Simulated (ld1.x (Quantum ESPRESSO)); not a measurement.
**Cl (Z = 17), ultrasoft: configuration errors across variants**

Cl, ultrasoft, made with ld1.x (Quantum ESPRESSO) 7.5 (PBEsol, scalar-relativistic). Core [Ne], reference 3s2 3p4.75 (charge +0.25). Waves: 3s (bound): rcut 0.90, rcutus 1.10 bohr; 3s channel at -0.15 Ry: rcut 0.90, rcutus 1.10 bohr; 3p (bound): rcut 0.75, rcutus 1.00 bohr; 3p channel at 0.1 Ry: rcut 0.75, rcutus 1.00 bohr. Local part: all-electron potential smoothed inside 0.95 bohr (lloc = -1). Core correction: a·sin(br)/r model core inside 0.65 bohr. Augmentation charge: built from norm-conserving waves at rcut, not smoothed further.

All-electron excitation energies from the reference (eV): (1) 3s2 3p5 -2.457; (2) 3s2 3p4 11.379; (3) 3s2 3p3 36.777; (4) 3s1 3p6 9.657; (5) 3s2 3p1 127.226; (6) 3s2 3p5.3 -4.585; (7) 3s1 3p5 24.048.

4 further variants failed, have other tests or too few solved ones, and are left out.

A true bound ghost makes a file unfit for plane-wave use even where its test errors are small: the radial tests pick states by their node count and pass the ghost by.

Errors AE − PS in meV (a dash: test not solved or not reliable):

| change | (1) | (2) | (3) | (4) | (5) | (6) | (7) | bound ghosts |
| --- | --- | --- | --- | --- | --- | --- | --- | --- |
| base | +0.1 | -1.7 | -11 | -1.4 | -96 | +0.1 | -0.3 | s, p |
| waves 3s (bound): rcut 0.90, rcutus 1.16 bohr; 3s channel at -0.15 Ry: rcut 0.90, rcutus 1.16 bohr | +0.1 | -1.6 | -9.1 | -1.4 | -64 | +0.2 | -0.3 | p |
| waves 3s (bound): rcut 0.90, rcutus 1.32 bohr; 3s channel at -0.15 Ry: rcut 0.90, rcutus 1.32 bohr | +0.1 | -1.6 | -10 | -1.3 | -85 | +0.2 | -0.2 | p |
| waves 3s (bound): rcut 0.90, rcutus 1.56 bohr; 3s channel at -0.15 Ry: rcut 0.90, rcutus 1.56 bohr | +0.1 | -1.6 | -9.3 | -1.2 | -66 | +0.2 | -0.1 | p |
| waves 3s (bound): rcut 0.90, rcutus 1.66 bohr; 3s channel at -0.15 Ry: rcut 0.90, rcutus 1.66 bohr | +0.1 | -1.5 | -8.4 | -1.2 | -49 | +0.2 | 0.0 | p |

**Question.** Give the same row for: waves 3s (bound): rcut 0.90, rcutus 1.44 bohr; 3s channel at -0.15 Ry: rcut 0.90, rcutus 1.44 bohr.

**Answer.** +0.1, -1.6, -9.9, -1.3, -77, +0.2, -0.2; bound ghosts: p.
